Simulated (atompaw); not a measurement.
**aluminium: one change to a PAW (atompaw) potential, before and after**

atompaw 4.2.0.5 input, output lines left out:

```
Al 13
GGA-PBE scalarrelativistic loggrid 1500 logderivrange -3 5 201
3 3 0 0 0 0
3 1 1
0 0 0
c
c
v
c
v
1
1.70 1.35 1.30 1.10
y
3.35
n
y
0.85
n
custom rrkj vanderbiltortho sinc
2 0 troulliermartins
1.70
1.55
1.70
1.70
```

All-electron outer shells of the reference configuration (PBE, scalar-relativistic, ld1.x):

```json
{"shell": "2s", "level (eV)": "-108.17", "outermost node (bohr)": "0.16", "outermost maximum (bohr)": "0.50"}
{"shell": "2p", "level (eV)": "-69.64", "outermost node (bohr)": "–", "outermost maximum (bohr)": "0.43"}
{"shell": "3s", "level (eV)": "-7.75", "outermost node (bohr)": "0.80", "outermost maximum (bohr)": "2.09"}
{"shell": "3p", "level (eV)": "-2.71", "outermost node (bohr)": "0.82", "outermost maximum (bohr)": "2.64"}
```

Change: local potential troulliermartins scheme with l = 2 at 0 Ry, radius 1.00 bohr.

Cutoffs: the cutoffs (Ry, on a coarse ladder) from which the occupation-weighted sum of valence levels, in a spherical-Bessel basis at the reference potential, stays within 10 and 1 mRy of its value at 400 Ry; they do not see the model core or the augmentation charge, which bear on the density cutoff.

Question: What does the change do?

Answer: The potential gets neither clearly harder nor softer (10 Ry and 15 Ry → 10 Ry and 15 Ry); the bound ghosts move from p to p, s; the range in which the s phases agree narrows (upper end 4.3 → -0.1). A state that the projectors do not describe sees the local part alone, so a deeper or shallower local part can create or remove a ghost.

```tsv
quantity	base	changed
cutoff, loose	10 Ry	10 Ry
cutoff, tight	15 Ry	15 Ry
bound ghosts	p	p, s
s: phases at 1.71 bohr within 0.05 rad from the reference energy up to (Ry; the scan ends near 5)	4.3	-0.1
p: phases at 1.71 bohr within 0.05 rad from the reference energy up to (Ry; the scan ends near 5)	to the end of the scan	to the end of the scan
lowest overlap eigenvalue by channel	s 0.97, p 0.80	s 0.96, p 0.80
```

 A true bound ghost makes a file unfit for plane-wave use even where its test errors are small: the radial tests pick states by their node count and pass the ghost by. The cutoffs see the waves, projectors and local potential, not the compensation charge or the core.
